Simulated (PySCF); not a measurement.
An equivalent PySCF input for Ar⁺ (argon, charge +1), [Ne] 3s2 3p5, 2P determinant, with no relativity, point nucleus:

```python
from pyscf import gto, scf, dft, mp, cc
import basis_set_exchange as bse
mol = gto.M(atom="Ar 0 0 0", charge=1, spin=1, symmetry="D2h",
            basis=gto.basis.parse(bse.get_basis("aug-cc-pwCVDZ", elements=["Ar"], fmt="nwchem")))
mf = dft.UKS(mol, xc="LDA,VWN")
mf.irrep_nelec = {'Ag': (3, 3), 'B1u': (2, 2), 'B2u': (2, 2), 'B3u': (2, 1)}
mf.kernel()
```

It reaches the same state as the run whose output follows, with an energy that differs only through the grid. The run itself started from symmetry-adapted Hartree-Fock orbitals and held the occupation by maximum overlap, on a logarithmic radial grid, so the iterations belong to that start.

```
SCF conv_tol = 1e-09
number electrons alpha = 9  beta = 8
XC functionals = LDA,VWN
    P. A. M. Dirac.,  Math. Proc. Cambridge Philos. Soc. 26, 376 (1930)
    F. Bloch.,  Z. Phys. 57, 545 (1929)
    S. H. Vosko, L. Wilk, and M. Nusair.,  Can. J. Phys. 58, 1200 (1980)
cycle= 1 E= -525.332141914046  delta_E= -0.0128  |g|= 0.0305  |ddm|= 0.176
cycle= 2 E= -525.332214747321  delta_E= -7.28e-05  |g|= 0.00585  |ddm|= 0.044
cycle= 3 E= -525.332224068952  delta_E= -9.32e-06  |g|= 0.00225  |ddm|= 0.0184
cycle= 4 E= -525.332225479934  delta_E= -1.41e-06  |g|= 9.95e-05  |ddm|= 0.00474
cycle= 5 E= -525.3322254808  delta_E= -8.66e-10  |g|= 3.94e-06  |ddm|= 8.23e-05
converged SCF energy = -525.3322254808  <S^2> = 0.75095213  2S+1 = 2.0009519
```
